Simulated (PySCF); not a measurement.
C3H8SSi2.
Geometry (PBE0-D3(BJ)/def2-SVP, Å), atoms numbered from 1 in this order:
```xyz
14
C3H8SSi2 angstrom
C     -2.5401   -0.5117    0.4957
S     -2.5255   -0.7356   -1.3128
Si    -1.0579    0.7216   -1.8421
C      0.5213    0.3733   -0.9703
C      1.5506    0.1257   -0.3537
Si     3.1027   -0.2408    0.5556
H     -2.8903    0.4926    0.7735
H     -3.2417   -1.2553    0.8964
H     -1.5438   -0.6930    0.9232
H     -0.8732    0.6129   -3.3148
H     -1.4823    2.1014   -1.4611
H      2.8247   -1.2518    1.6165
H      3.6167    1.0111    1.1825
H      4.1178   -0.7772   -0.3959
```

Method: TDDFT B3LYP/def2-SVPD, vertical, gas phase, core orbitals frozen in the response (PySCF).

Kohn–Sham orbitals with the atoms that hold most of them (Löwdin shares over 4%, at most four atoms; ? is withheld):

```csv
orbital,ε (eV),atoms
LUMO+2,-0.03,"S2 25%, Si6 14%, C1 12%, Si3 10%"
LUMO+1,-0.90,"C5 28%, C4 28%, Si6 15%, Si3 12%"
LUMO,-1.18,?
HOMO,?,"S2 71%, C1 10%, Si3 8%"
HOMO-1,-7.93,?
HOMO-2,-8.01,"C5 36%, C4 36%, Si6 7%, Si3 6%"
HOMO-3,-8.84,"S2 45%, Si3 13%, C1 11%, C4 11%"
```

(1) Give the leading atoms of the LUMO.

(2) Which atoms hold the HOMO-1, and with what shares?

(3) What is the HOMO energy, and the HOMO–LUMO gap?

Results:

(1) C5 (bonded to C and Si) 25%; C4 (bonded to C and Si) 25%; Si3 (bonded to C, S and 2 H) 15%; S2 (bonded to C and Si) 11%. By element: carbon 49% or more, silicon 15% or more, sulfur 11%.

(2) C5 (bonded to C and Si) 32%; C4 (bonded to C and Si) 31%; S2 (bonded to C and Si) 13%; Si3 (bonded to C, S and 2 H) 6%. By element: carbon 63% or more, sulfur 13%, silicon 6% or more.

(3) ε(HOMO) = -6.82 eV; the gap is 5.64 eV (0.2073 hartree).

Question: The HOMO–LUMO gap is 5.64 eV. Where does the response calculation put the lowest singlet, and from which orbitals?

Answer: S1 is at 4.75 eV (f = 0.018), 0.89 eV below the gap, made of HOMO→LUMO (98%). Without the coupling terms of the response equations the lowest excitation would equal the gap.

Question: One configuration dominates each of S1 and S2. Which, and how do the shares of the two leading atoms of either orbital change from the occupied to the empty one?

Answer: 
- S1 (4.75 eV, f 0.018), HOMO→LUMO (98%): S2 71% → 11%, C1 10% → at most 11%, C5 at most 4% → 25%, C4 at most 4% → 25%
- S2 (5.11 eV, f 0.0053), HOMO→LUMO+1 (94%): S2 71% → at most 13%, C1 10% → at most 13%, C5 at most 4% → 28%, C4 at most 4% → 28%

One conformer stands for the species.
